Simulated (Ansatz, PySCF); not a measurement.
Species: C₂HClF₂, charge 0, multiplicity 1. SMILES: C(=C(F)F)Cl
Structure (B3LYP-D3(BJ)/def2-TZVP (Ansatz, an electronic-structure program) minimum search):
```
C
F 1 1.3142
C 1 1.3211 2 125.89
F 1 1.3214 2 110.95 3 180.00
H 3 1.0772 1 120.39 2 -180.00
Cl 3 1.7210 5 117.15 1 -180.00
```
Charge 0, spin multiplicity 1.

PBE/6-31G* beside other levels, property by property. Terms: non-relativistic; each state is the SCF solution reached for its charge and spin; frozen cores in correlated levels; no spin-orbit coupling; no dispersion term unless named; six Cartesian d functions in 6-31G* and its kin unless marked 5d; UHF or UKS for open shells; atomisation electronic, to ground-state atoms. CBS marks a two-point X^-3 extrapolation of the correlation energy; Hartree-Fock from the larger set. [CCSD(T)-MP2]/basis is that difference in the basis named. Ab initio and DFT rows: single points at B3LYP-D3(BJ) geometries (Ansatz), with unscaled harmonic terms from B3LYP/6-31G* (Ansatz) at its own minima, enthalpies of formation by atomisation with measured atoms. Levels can end on unlike triplets.

Measured values: CRC Handbook, as tabulated in the package chemicals; they hold spin-orbit and core effects, anharmonicity. For FC(F)=CCl (enthalpy of formation at 298 K) the tabulated value and CCSD(T)/CBS(cc-pV(T+d)Z,cc-pV(Q+d)Z) (Ansatz) part by 8.4 kcal/mol: another conformer or state, missing terms or a fault of the table's entry are possible. Coupled cluster (Ansatz) is a level with limits of its own, used here on species with T1 under 0.025 (0.045 for open shells) and stable references: (a) RI-MP2/CBS(aug-cc-pV(T+d)Z,aug-cc-pV(Q+d)Z)+[CCSD(T)-MP2]/aug-cc-pV(T+d)Z; (b) CCSD(T)/CBS(cc-pV(T+d)Z,cc-pV(Q+d)Z).

| property | PBE/6-31G* (Ansatz) | M06-2X/6-31G* (5d) (PySCF) | PBE/def2-TZVPD (Ansatz) | PBE0/def2-TZVPD (Ansatz) | to compare with |
|---|---|---|---|---|---|
| vertical ionisation energy to the doublet (eV) | 9.42 | 10.03 | 9.67 | 9.91 | 10.27 coupled cluster (a) |
| atomisation energy (kcal/mol) | 595.8 | 564.6 | 589.2 | 565.5 | 557.4 coupled cluster (b) |
| enthalpy of formation at 298 K (kcal/mol) | -122.2 | -91.0 | -115.6 | -91.9 | -75.4 measured |
| vertical triplet-singlet gap, E(triplet) - E(singlet) (eV) | 4.62 | 4.82 | 4.44 | 4.37 | 4.76 coupled cluster (a) |

As the rows show:
- vertical ionisation energy to the doublet: PBE/6-31G* lies 0.85 eV below coupled cluster.
- atomisation energy: PBE/6-31G* lies 38.4 kcal/mol above coupled cluster.
- enthalpy of formation at 298 K: PBE/6-31G* lies 46.8 kcal/mol below the measured value.
- vertical triplet-singlet gap, E(triplet) - E(singlet): PBE/6-31G* lies 0.14 eV below coupled cluster.

The properties are those with a value to compare with, at most eight drawn at random. No case is left out for the size of its miss. Left out are saddle points of the reference geometry, anions that the best level run finds unbound, excited spin states, species near biochemistry, 298 K rows of species without real B3LYP wavenumbers, cases with under five habitual levels, runs that failed or that the program found above a lower state of the same kind, table entries that another table contradicts, and a share of species set aside by lot.
